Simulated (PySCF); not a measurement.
F3OSi, SMILES [O][Si](F)(F)F (connectivity only; charge and spin as stated), charge -1, multiplicity 1.

Coordinates come from a PBE0-D3(BJ)/def2-SVPD optimisation. The multiplicity is an assumed one; other spin states were not compared. The isomer is the one that the SMILES or the coordinates give; other isomers of the formula were not compared.

All values below come from PBE0-D3(BJ)/def2-SVPD in PySCF.

Frequencies are harmonic and unscaled.

Modes within 1.5 cm⁻¹ of each other (mostly degenerate sets) share a row, with their intensities summed.

Task: Estimate the vibrational spectrum. (The exact figures need the calculation; the answer reports its results.)

Result: 
| mode | ν (cm⁻¹) | IR (km/mol) | Raman (Å⁴/amu) | depolarisation | moving atoms (share of kinetic energy) |
|---|---|---|---|---|---|
| 1–2 | 255 | 2.2 | 0.8 | 0.75 | F 81 %, O 19 % |
| 3 | 380 | 25.2 | 0.5 | 0.72 | F 68 %, Si 19 %, O 13 % |
| 4–5 | 383 | 88.6 | 2.4 | 0.75 | F 51 %, O 27 %, Si 22 % |
| 6 | 725 | 35.8 | 11.7 | 0.01 | F 74 %, O 18 % |
| 7–8 | 821 | 441.8 | 2.5 | 0.75 | F 50 %, Si 50 % |
| 9 | 1196 | 296.4 | 19.0 | 0.03 | O 52 %, Si 45 % |
